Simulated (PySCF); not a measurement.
SMILES O=C(c1ccco1)c1ccco1 (C9H6O3), GFN2-xTB optimised geometry.

```
18

O      0.93    -2.42     0.00
C      0.49    -1.28     0.00
C      1.39    -0.12     0.00
C      2.77    -0.12     0.00
C      3.16     1.23     0.00
C      2.01     1.95     0.00
O      0.94     1.15     0.00
C     -0.94    -1.02     0.00
C     -1.97    -1.95     0.00
C     -3.16    -1.21     0.00
C     -2.79     0.11     0.00
O     -1.46     0.23     0.00
H      3.39    -0.99     0.00
H      4.16     1.61     0.00
H      1.83     3.01     0.00
H     -1.85    -3.01     0.00
H     -4.16    -1.59     0.00
H     -3.37     1.01     0.00
```

Density from B3LYP/def2-SVP (PySCF) at that geometry.

Minimum of the electron density along straight lines between bonded atoms, close to the bond critical point (lines longer than 1.1 times the sum of covalent radii, or with two minima, are not listed):

```csv
bond,length / Å,ρ at the minimum / e bohr⁻³,∇²ρ there / e bohr⁻⁵,position (fraction from the first atom)
O1–C2,1.221,0.402,0.15,0.67
C2–C3,1.462,0.281,-0.71,0.49
C3–C4,1.379,0.320,-0.81,0.51
C4–C5,1.406,0.299,-0.73,0.50
C5–C6,1.367,0.326,-0.84,0.48
C3–O7,1.352,0.284,0.02,0.33
C6–O7,1.332,0.297,0.08,0.33
C2–C8,1.462,0.281,-0.71,0.49
C8–C9,1.379,0.320,-0.81,0.51
C9–C10,1.406,0.299,-0.73,0.50
C10–C11,1.367,0.326,-0.84,0.48
C8–O12,1.352,0.284,0.02,0.33
C11–O12,1.332,0.297,0.08,0.33
C4–H13,1.070,0.289,-1.15,0.64
C5–H14,1.070,0.287,-1.12,0.64
C6–H15,1.073,0.292,-1.19,0.65
C9–H16,1.070,0.289,-1.15,0.64
C10–H17,1.070,0.287,-1.12,0.64
C11–H18,1.073,0.292,-1.19,0.65
```
